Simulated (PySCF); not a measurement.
A structure optimised at B3LYP-D3(BJ)/def2-SVP, used in a PySCF frequency run:

```
Ge
H 1 1.5383
H 1 1.5383 2 110.84
H 1 1.5427 2 110.91 3 -123.65
Te 1 2.5958 2 109.37 3 120.67
I 5 2.7586 1 93.50 2 -60.78
```

Problem. Write its SMILES, formula and point group.

Solution. [GeH3][Te]I, GeH₃ITe, Cs

Problem. What are its rotational constants (standard atomic weights)?

Solution. 1.9817, 0.65260, 0.49404 GHz
